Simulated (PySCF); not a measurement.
Isomers of C4H9B, mass 68.080 u with the commonest isotopes. Computed with PBE0-D3(BJ)/def2-SVP geometry optimisation, gas phase (PySCF). One conformer each, none proved a minimum here; rigid rotors.

Question: Order these by rotational constant A, largest first.
A. `[BH2:1][C:2](=[CH2:3])[CH2:4][CH3:5]` with B1–C2–C4–C5 -70°
B. `[BH2:1][CH2:2][C:3](=[CH2:4])[CH3:5]` with H–B1–C2–C3 -16° and 167°, B1–C2–C3–C4 -111°
C. `[BH2:1][CH2:2][CH2:3][CH:4]=[CH2:5]` with H–B1–C2–C3 179° and -1°, B1–C2–C3–C4 180°, C2–C3–C4–C5 119°

Answer: C (19060 MHz), A (7610 MHz), B (7437 MHz).

Question: Order these by dipole moment, largest first.
A. `[BH2:1][CH2:2][C:3](=[CH2:4])[CH3:5]` with H–B1–C2–C3 -16° and 167°, B1–C2–C3–C4 -111°
B. `[BH2:1][CH2:2][CH2:3][CH:4]=[CH2:5]` with H–B1–C2–C3 179° and -1°, B1–C2–C3–C4 180°, C2–C3–C4–C5 119°
C. `[BH2:1][C:2](=[CH2:3])[CH2:4][CH3:5]` with B1–C2–C4–C5 -70°

Answer: C (1.20 D), A (0.67 D), B (0.44 D).

Question: Order these by rotational constant B, largest first.
A. `[BH2:1][CH2:2][C:3](=[CH2:4])[CH3:5]` with H–B1–C2–C3 -16° and 167°, B1–C2–C3–C4 -111°
B. `[BH2:1][CH2:2][CH2:3][CH:4]=[CH2:5]` with H–B1–C2–C3 179° and -1°, B1–C2–C3–C4 180°, C2–C3–C4–C5 119°
C. `[BH2:1][C:2](=[CH2:3])[CH2:4][CH3:5]` with B1–C2–C4–C5 -70°

Answer: A (3849 MHz), C (3755 MHz), B (2181 MHz).

```csv
SMILES,point group,Ia (u·Å²),Ib (u·Å²),Ic (u·Å²),κ,μa (D),μb (D),μc (D)
BCC(=C)C,C1,67.95,131.30,173.72,-0.58,0.02,0.30,0.60
BC(=C)CC,C1,66.41,134.60,174.46,-0.64,0.34,1.15,0.01
BCCC=C,C1,26.51,231.77,236.36,-0.99,0.22,0.37,0.10
```
